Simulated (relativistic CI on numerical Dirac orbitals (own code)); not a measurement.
Spin-allowed bands of a d3 ion in a tetrahedral site, by hand

Problem. Take Δ = 4200 cm⁻¹ and B = 600 cm⁻¹ for a d3 ion in a tetrahedral site. Calculate the three spin-allowed bands.

Working.
1. The terms of highest spin are 4F (energy 0) and 4P (15B = 9000 cm⁻¹). Here the F term splits into A2 at +1.2Δ = 5040, T2 at +0.2Δ = 840 and T1 at −0.6Δ = -2520 cm⁻¹.
2. The two T1 states mix through the element 0.4Δ: H = [[-2520, 1680], [1680, 9000]], with roots ½(H₁₁ + H₂₂) ∓ ½√[(H₂₂ − H₁₁)² + 4H₁₂²] = ½(6480) ∓ ½(12000) = -2760 and 9240 cm⁻¹.
3. The ground term is 4T1 at -2760 cm⁻¹.
4. Bands: 4T2 3600 cm⁻¹ (2778 nm), 4A2 7800 cm⁻¹ (1282 nm), 4T1(P) 12000 cm⁻¹ (833 nm).

Check. Exact diagonalisation of the whole d3 shell with these parameters gives 4T2 3600, 4A2 7800, 4T1 12000 cm⁻¹. The match is exact, since without spin-orbit coupling no other term has this spin. The ratio of the second band to the first, 2.167, depends on Δ/B = 7.0 alone, which is how a Tanabe-Sugano diagram is read.
